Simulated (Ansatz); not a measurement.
Breaking the Sb1–H2 bond in ClH2Sb (SMILES [Cl][SbH2]) (multiplicity 1 held, fragments rigid). Energies count from the point at 1.719 Å.
Geometry at that point (charge 0, multiplicity 1):
```xyz
4

Sb    -0.3356    -0.3430     0.3187
H     -0.0005    -1.7012    -0.6794
H     -1.7192     0.0248    -0.6320
Cl     1.1081     1.1276    -0.8788
```

Signs of static correlation in def2-TZVPP, with CASSCF(2,2), from Ansatz (a first-principles code) runs.

| R (Å) | T1 of restricted CCSD | ⟨S²⟩ of UHF | largest double amplitude of restricted CCSD | weight of the CASSCF reference in MRCISD | CASSCF natural occupations |
|---|---|---|---|---|---|
| 1.375 | 0.011 | 0.000 | 0.042 | 0.887 | 1.99 0.01 |
| 1.547 | 0.011 | 0.000 | 0.044 | 0.887 | 1.98 0.02 |
| 1.719 | 0.011 | 0.000 | 0.047 | 0.887 | 1.97 0.03 |
| 1.890 | 0.012 | 0.000 | 0.056 | 0.886 | 1.95 0.05 |
| 2.062 | 0.013 | 0.000 | 0.071 | 0.886 | 1.93 0.07 |
| 2.320 | 0.017 | 0.364 | 0.145 | 0.886 | 1.88 0.12 |
| 2.578 | 0.022 | 0.698 | 0.235 | 0.886 | 1.79 0.21 |
| 3.007 | [?] | 0.915 | 0.392 | 0.886 | 1.59 0.41 |
| 3.437 | [?] | 0.983 | 0.557 | 0.887 | 1.38 0.62 |
| 3.953 | 0.068 | 1.008 | 0.728 | 0.887 | 1.20 0.80 |
| 4.640 | 0.077 | 1.015 | 0.866 | 0.887 | 1.08 0.92 |
| 5.499 | 0.078 | 1.017 | 0.934 | 0.887 | 1.03 0.97 |

Question: Complete the blanks.

Answer: 
- 3.007, T1 of restricted CCSD: 0.037
- 3.437, T1 of restricted CCSD: 0.053

Doubts at one or more of the structures used: a restricted determinant that unrestricted orbitals would lower (R-CCSD(T)/def2-TZVPP); other coupled-cluster roots lie near (R-CCSD(T)/def2-TZVPP); T1 above 0.05 (R-CCSD(T)/def2-TZVPP, U-CCSD(T)/def2-TZVPP); a spin-contaminated determinant (U-CCSD(T)/def2-TZVPP).
